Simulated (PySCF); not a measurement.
PySCF input for Mo(NH)(S)(Cl)2 (Cl2HMoNS), SMILES [NH]=[Mo](=[S])([Cl])[Cl], multiplicity 1, B3LYP-D3(BJ)/def2-SVP. Geometry: B3LYP-D3(BJ)/def2-SVP. The spin state was assumed, not searched. The structure was generated by enumeration; whether it is a known compound was not checked. The def2 effective core potentials stand for the cores of Mo; spin–orbit coupling is left out.

```python
import numpy as np
from pyscf import gto, scf, dft, df
from pyscf.hessian import thermo

mol = gto.M(
    atom='''
    Mo    0.19225238   -0.03564839    0.00000000
    N     1.90106329   -0.17769753    0.00000001
    H     2.77697143   -0.70363377    0.00000001
    S    -0.61270279   -1.98878190    0.00000002
    Cl   -0.42222853    1.03721353    1.91463620
    Cl   -0.42222852    1.03721350   -1.91463622
    ''',
    basis='def2-SVP',
    ecp={'Mo': 'def2-svp'},
    charge=0,
    spin=0,
    max_memory=1600,
    verbose=3,
)
mf = dft.RKS(mol, xc='b3lyp').density_fit(auxbasis='def2-universal-jkfit')
mf.disp = 'd3bj'
mf.grids.level = 3
mf.conv_tol = 1e-11
mf.max_cycle = 100
mf.kernel()

# [left out here: the lines that compute and print the analytic Hessian (its translational invariance restored by hand, since the grid's response is missing), thermochemistry and intensities]
```

Log of the run:

```
converged SCF energy = -1441.93663834019

WARN: DFTD3 does not support analytical Hessian, using finite difference


WARN: Mole.unit (angstrom) is changed to Bohr

Mode                                 0                   1                   2
Irrep
Freq [cm^-1]                      112.0230            145.9624            156.1548
Reduced mass [au]                  35.6250             34.0672             30.4943
Force const [Dyne/A]                0.2634              0.4276              0.4381
Char temp [K]                     161.1762            210.0073            224.6720
Normal mode                   x     y     z       x     y     z       x     y     z
       0  Mo                 0.02 -0.03 -0.00   -0.00 -0.00 -0.03   -0.06 -0.01  0.00
       1   N                 0.02 -0.03 -0.00   -0.00  0.00 -0.02   -0.06  0.04  0.00
       2   H                 0.02 -0.03 -0.00   -0.00  0.00  0.03   -0.04  0.07  0.00
       3   S                 0.01 -0.03  0.00    0.00 -0.00  0.13    0.06 -0.07 -0.00
       4  Cl                -0.03  0.07 -0.08   -0.02 -0.07 -0.01    0.06  0.04  0.01
       5  Cl                -0.03  0.07  0.08    0.02  0.07 -0.01    0.06  0.04 -0.01
Mode                                 3                   4                   5
Irrep
Freq [cm^-1]                      215.4235            258.5225            391.6294
Reduced mass [au]                   4.2102              4.2599             19.4464
Force const [Dyne/A]                0.1151              0.1677              1.7573
Char temp [K]                     309.9465            371.9563            563.4676
Normal mode                   x     y     z       x     y     z       x     y     z
       0  Mo                -0.00  0.00  0.02   -0.01  0.02  0.00   -0.02  0.03 -0.00
       1   N                -0.00  0.00 -0.20   -0.02 -0.19 -0.00   -0.02 -0.01  0.00
       2   H                 0.00  0.00 -0.44   -0.16 -0.41 -0.00   -0.10 -0.13  0.00
       3   S                -0.00 -0.00  0.00    0.08  0.00  0.00    0.02  0.03 -0.00
       4  Cl                -0.05  0.01  0.02   -0.02  0.01  0.03    0.03 -0.05 -0.09
       5  Cl                 0.05 -0.01  0.02   -0.02  0.01 -0.03    0.03 -0.05  0.09
Mode                                 6                   7                   8
Irrep
Freq [cm^-1]                      422.1554            526.6348            578.0276
Reduced mass [au]                  16.9212              1.5317              8.2232
Force const [Dyne/A]                1.7767              0.2503              1.6188
Char temp [K]                     607.3877            757.7102            831.6531
Normal mode                   x     y     z       x     y     z       x     y     z
       0  Mo                 0.00 -0.00 -0.06    0.00  0.03  0.00    0.02  0.05 -0.00
       1   N                 0.00  0.00 -0.00   -0.05 -0.12  0.00    0.02  0.03  0.00
       2   H                 0.00  0.00  0.20    0.42  0.68  0.00   -0.15 -0.27  0.00
       3   S                -0.00 -0.00  0.00   -0.01 -0.04 -0.00   -0.05 -0.13 -0.00
       4  Cl                -0.02  0.04  0.08    0.00 -0.00 -0.01   -0.00 -0.00 -0.00
       5  Cl                 0.02 -0.04  0.08    0.00 -0.00  0.01   -0.00 -0.00  0.00
Mode                                 9                  10                  11
Irrep
Freq [cm^-1]                      609.7236           1015.5991           3564.9332
Reduced mass [au]                   1.3346              7.7476              1.0829
Force const [Dyne/A]                0.2923              4.7083              8.1089
Char temp [K]                     877.2565           1461.2210           5129.1452
Normal mode                   x     y     z       x     y     z       x     y     z
       0  Mo                 0.00 -0.00  0.02    0.04 -0.01  0.00   -0.00  0.00 -0.00
       1   N                 0.00 -0.00 -0.12   -0.23  0.03  0.00    0.06 -0.04  0.00
       2   H                 0.00  0.00  0.86   -0.27  0.01  0.00   -0.82  0.49  0.00
       3   S                -0.00  0.00 -0.01   -0.00  0.00 -0.00   -0.00 -0.00  0.00
       4  Cl                -0.00 -0.00 -0.01   -0.00 -0.00 -0.00   -0.00  0.00  0.00
       5  Cl                 0.00  0.00 -0.01   -0.00 -0.00  0.00   -0.00  0.00 -0.00
temperature 298.1500 [K]
pressure 101325.00 [Pa]
Rotational constants [GHz] 1.73849 1.45850 1.08916
Symmetry number 1
Zero-point energy (ZPE) 0.01822 [Eh]   47831.423 [J/mol]
                           tot       elec      trans        rot        vib
Entropy [J/mol/K]       363.317      0.000    175.664    121.939     65.714
Cv [J/mol/K]             91.301      0.000     12.472     12.472     66.358
Cp [J/mol/K]             99.615      0.000     20.786     12.472     66.358
Internal energy [J/mol]                      3718.434   3718.434  58804.669
Internal energy [Eh]   -1441.91141  -1441.93664
Enthalpy [J/mol]                             6197.391   3718.434  58804.669
Enthalpy [Eh]          -1441.91046
Gibbs free energy [J/mol]                  -46176.902 -32637.724  39212.027
Gibbs free energy [Eh] -1441.95172
static polarisability / bohr^3: [[73.462  4.745 -0.   ]
 [ 4.749 89.303 -0.   ]
 [-0.     0.    79.632]]
largest difference of analytic and finite-field dipole derivatives / e: 0.001355689471783661
mode   freq/cm-1   IR/(km/mol)   Raman/(A^4/amu)   depolarisation
   1      112.02         0.393             4.180            0.729
   2      145.96         0.056             5.540            0.750
   3      156.15         0.239             3.963            0.728
   4      215.42         4.935             6.906            0.750
   5      258.52        12.733             7.852            0.729
   6      391.63        20.745            12.643            0.035
   7      422.16        43.268             0.955            0.750
   8      526.63       239.026             1.840            0.472
   9      578.03         9.205            18.310            0.182
  10      609.72       116.629             2.156            0.750
  11     1015.60        78.653            35.204            0.140
  12     3564.93       224.030           188.578            0.355
max |gradient| / (hartree/bohr): 6.417965997985927e-05
APT charges: [ 1.6195 -0.743   0.364  -0.3807 -0.43   -0.43  ]
```

The run converged.

Cost: roughly 3 core-minutes.
